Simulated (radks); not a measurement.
Question: Species: Al I. Configuration: [Ne] 3s2 3p(up 1, down 0) (the NIST ground configuration). All-electron calculation, scalar-relativistic Kohn-Sham, r2SCAN, spin-polarised, spherical densities, finite nucleus; meta-GGA in the generalised Kohn-Sham scheme; Fermi nuclear charge, rms radius 3.061 fm. Program: a radial shooting solver on a logarithmic mesh with Libxc functionals. Some entries of the table are withheld. Estimate them.

orbital,occ.,eigenvalue (hartree),<1/r> (bohr^-1),<r> (bohr)
1s up,1,-55.91091,12.63,0.1202
1s down,1,-55.90863,12.63,0.1202
2s up,1,-4.10592,(1),0.6232
2s down,1,-4.10419,(2),0.6234
2p up,3,(3),2.211,0.6019
2p down,3,(4),2.210,0.6020
3s up,1,-0.30729,0.5142,2.591
3s down,1,-0.27148,0.5244,2.548
3p up,1,(5),0.3921,3.367
3p down,0,(6),0.4052,3.241

Answer: 
(1) 2s up <1/r> (bohr^-1): 2.350
(2) 2s down <1/r> (bohr^-1): 2.349
(3) 2p up eigenvalue (hartree): -2.62545
(4) 2p down eigenvalue (hartree): -2.62236
(5) 3p up eigenvalue (hartree): -0.11235
(6) 3p down eigenvalue (hartree): -0.07352
